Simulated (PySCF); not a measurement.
A small calculation by hand: oscillator strength and radiative lifetime

Ta(S)(OH)2(OSiH3) (H₅O₃SSiTa), SMILES [OH][Ta]([OH])(=[S])[O][SiH3], multiplicity 1.

Geometry: B3LYP-D3(BJ)/def2-SVP. The spin state was assumed, not searched. The def2 effective core potentials stand for the cores of Ta; spin–orbit coupling is left out. One conformer was computed; it need not be the lowest.

TDA-PBE/def2-SVPD (PySCF 2.14.0) puts the first singlet state with f over 0.02 at 5.07 eV (vertical), with the transition dipole (0.256, -0.339, -0.125) in atomic units.

Question: Find the oscillator strength, the wavelength and the radiative lifetime that this transition would have in vacuum if emission retraced absorption.

Answer: 
|μ|² = 0.1961 au, so |μ| = 1.13 D. ΔE = 5.07/27.211 = 0.1863 hartree. f = (2/3) ΔE |μ|² = 0.024 (the program prints 0.024).
λ = 1239.84/5.07 = 245 nm; ν = 40892 cm⁻¹.
Einstein's coefficient A = 0.6670 ν² f s⁻¹ (ν in cm⁻¹) = 2.7e7 s⁻¹, so τ = 1/A = 37 ns. This state is S4; the lower singlets have f = 0.000, 0.004, 0.001. The figure is the radiative limit of this one transition; relaxation, internal conversion, crossing to triplets and a medium change what is measured.
